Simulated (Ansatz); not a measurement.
Consider the redistribution: `[NH2][InH][NH2]` + `NC[SiH2]F` → `N[CH2][InH][NH2]` + `N[SiH2]F`.

Program: Ansatz. Geometries: PBE0-D4/def2-TZVP. ΔE: electronic, gas phase. CCSD(T)/CBS is the MP2 limit (def2-TZVPP, def2-QZVPP) plus CCSD(T) − MP2 in def2-TZVPP, frozen cores. DFT in def2-TZVPP. B3LYP here is the variant with VWN-RPA as its local correlation; programs differ in this. def2 core potentials past Kr. For In outer-core shells are correlated without core-valence functions, which leaves a few kJ/mol of doubt a bond. One conformer a species, not always the lowest.

| level | ΔE (kJ/mol) | difference from CCSD(T)/CBS |
| --- | --- | --- |
| PBE-D4 | -38.6 | -6.9 |
| r2SCAN-D4 | -38.9 | -7.2 |
| PBE0-D4 | -35.6 | -3.9 |
| B3LYP-D4 | -38.9 | -7.2 |
| ωB97M-V | -33.6 | -1.9 |
| PBE0 | -35.0 | -3.3 |
| B3LYP | -38.0 | -6.3 |
| HF/def2-TZVPP | -27.7 | 4.0 |
| MP2/def2-TZVPP | -35.5 | -3.8 |
| SCS-MP2/def2-TZVPP | -33.3 | -1.6 |
| CCSD/def2-TZVPP | -32.9 | -1.2 |
| CCSD(T)/def2-TZVPP | -33.9 | -2.2 |
| SCS-MP2/def2-QZVPP | -32.1 | -0.4 |
| HF/CBS(def2) | -27.9 | 3.8 |
| MP2/CBS(def2) | -33.2 | -1.5 |
| CCSD/CBS(def2) | -30.7 | 1.0 |
| CCSD(T)/CBS | -31.7 | 0 |

Largest T1 diagnostic among the species: 0.015.

From PBE to PBE0 (25 % exact exchange), in def2-TZVPP and without D4, ΔE moves by +3.0 kJ/mol. In def2-TZVPP, CCSD(T) changes the Hartree–Fock value by −6.1 kJ/mol (the triples alone add −0.9 kJ/mol) and MP2 by −7.7 kJ/mol.
